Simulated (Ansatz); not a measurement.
Cs3⁺. The state is a singlet with charge 1. Geometry relaxed at PBE0/def2-TZVP.

| atom | x (Å) | y (Å) | z (Å) |
| --- | --- | --- | --- |
| Cs1 | 0.5701 | -1.9617 | 2.2436 |
| Cs2 | -1.7332 | -0.8390 | -2.3450 |
| Cs3 | 1.1632 | 2.8007 | 0.1014 |

In the def2 sets Cs takes a core potential; there is no spin–orbit coupling. The structure comes from a short search, and lower isomers may exist.

Problem. Estimate the harmonic wavenumbers at RKS PBE0/def2-TZVP (Ansatz, unscaled). Is this a minimum?

Solution. 25, 25, 36 cm⁻¹. Yes, no mode is imaginary beyond noise. Zero-point energy 0.5 kJ/mol. Hardware: 2 threads of Arm Neoverse V1 on a shared host. Wall time 15 s.
